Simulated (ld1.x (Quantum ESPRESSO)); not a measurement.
## Varying the TM potential for indium

Base potential:

- Element: indium
- Generator: ld1.x (Quantum ESPRESSO) 7.5
- Type: norm-conserving Troullier–Martins (Kleinman–Bylander form)
- Functional: PBEsol
- Relativity: scalar-relativistic
- Frozen core: [Kr]
- Valence charge: 13
- Reference configuration: 4d10 5s2 5p1
- Partial waves: 5p (bound): rc 2.00 bohr; 4d (bound): rc 1.75 bohr; 5s (bound): rc 1.55 bohr
- Local potential: the s channel
- Core correction: a·sin(br)/r model core inside 0.90 bohr

All-electron outer shells of the reference configuration (PBEsol, scalar-relativistic, ld1.x):

```tsv
shell	level (eV)	outermost node (bohr)	outermost maximum (bohr)
4s	-119.51	0.41	0.77
4p	-78.02	0.42	0.82
4d	-18.59	0.40	0.94
5s	-8.25	1.02	2.16
5p	-2.52	1.14	2.85
```

Cutoffs, loose and tight: the cutoffs (Ry, on a coarse ladder) from which the occupation-weighted sum of valence levels, in a spherical-Bessel basis at the reference potential, stays within 10 and 1 mRy of its value at 400 Ry. They do not see the model core or the augmentation charge, which bear on the density cutoff. Test errors are all-electron minus pseudo excitation energies from the reference, over the configurations 4d10 5s2 5p0; 4d10 5s1 5p0; 4d10 5s0 5p0; 4d9 5s2 5p2; 4d10 5s1 5p2; 4d10 5s1 5p1; 4d10 5s2 5p1.3. A dash means not determined; rows that change the core or the reference have their own tests.

A true bound ghost makes a file unfit for plane-wave use even where its test errors are small: the radial tests pick states by their node count and pass the ghost by.

```csv
change,outcome,"cutoff, loose","cutoff, tight",bound ghosts,largest test error (meV)
base,generated,70 Ry,140 Ry,p,-110
wave 4d (bound): rc 1.75 bohr becomes 4d (bound): rc 1.28 bohr,generated,90 Ry,160 Ry,p,-126
wave 5s (bound): rc 1.55 bohr becomes 5s (bound): rc 1.94 bohr,generated,70 Ry,110 Ry,none,-249
wave 5p (bound): rc 2.00 bohr becomes 5p (bound): rc 1.42 bohr,generated,200 Ry,260 Ry,p,-92
"all radii but the core radius scaled by about 0.75 (s 1.16, p 1.50, d 1.30 bohr)",failed: run_pseudo: Errors in PS-KS equation,–,–,–,–
"type PAW; waves now 5s (bound): rcut 1.35, rcutus 1.55 bohr; 5s channel at 3.45 Ry: rcut 1.35, rcutus 1.55 bohr; 5p (bound): rcut 1.75, rcutus 2.00 bohr; 5p channel at 3.7 Ry: rcut 1.75, rcutus 2.00 bohr; 4d (bound): rcut 1.50, rcutus 1.75 bohr; 4d channel at 1.85 Ry: rcut 1.50, rcutus 1.75 bohr; local potential all-electron potential smoothed inside 1.80 bohr (lloc = -1); augmentation PSQ, inside the norm-conserving radii",failed: new_paw_hamiltonian: negative rho,–,–,–,–
"core [Kr] 4d10, valence charge 3; reference 5s2 5p1; waves now 5s (bound): rc 1.60 bohr; 5p (bound): rc 2.15 bohr; local potential the p channel; core correction Bessel-smoothed model core inside 0.80 bohr",generated,30 Ry,90 Ry,none,-156
```

Q: What comes out with this change to the base: core correction a·sin(br)/r model core inside 1.72 bohr?

A: outcome: generated; cutoff, loose: 70 Ry; cutoff, tight: 140 Ry; bound ghosts: p; largest test error (meV): -67.
